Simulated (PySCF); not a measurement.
# Electron correlation in Ni (nickel, neutral)

[Ar] 3d8 4s2, high-spin 3F determinant. Computed with PySCF 2.14 in x2c-TZVPall (6s5p4d1f, 48 functions), with scalar relativity by spin-free X2C-1e. Frozen: [Ar]; 10 electrons correlated.

MP2 pair energies summed by pair of shells (mhartree):

```tsv
pair	energy	share (%)
3d-3d	-211.94	80.5
3d-4s	-29.20	11.1
4s-4s	-22.02	8.4
```

Total MP2 correlation energy: -263.15 mhartree.

Same-spin part -93.58 and opposite-spin part -169.57 mhartree; SCS-MP2 scales them by 1/3 and 6/5 to -234.67 mhartree.
